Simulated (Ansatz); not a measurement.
Consider the substitution at a C–C bond: `CC(=O)[SiH2]N` + `[F][Al]([F])[SH]` → `C[S][Al]([F])[F]` + `N[SiH2]C=O`.

Gas-phase electronic energies from Ansatz, PBE0-D4/def2-TZVP geometries. CBS: MP2 limit from def2 TZ/QZ plus the TZ coupled-cluster correction, frozen cores. DFT in def2-TZVPP. B3LYP here is the variant with VWN-RPA as its local correlation; programs differ in this. One conformer a species, not always the lowest.

(1) Is it downhill or uphill in electronic energy at CCSD(T)/CBS, and by how much? (An estimate is asked.)

(2) What do these levels give: r2SCAN-D4, PBE0-D4, B3LYP-D4, ωB97M-V, SCS-MP2/def2-TZVPP, SCS-MP2/def2-QZVPP? (An estimate is asked.)

Largest T1 diagnostic among the species: 0.014.

## Answers

(1) Computed: Uphill: ΔE = +52.9 kJ/mol.

(2) Computed: r2SCAN-D4 56.4, PBE0-D4 54.3, B3LYP-D4 52.1, ωB97M-V 53.7, SCS-MP2/def2-TZVPP 52.6, SCS-MP2/def2-QZVPP 51.2 kJ/mol.
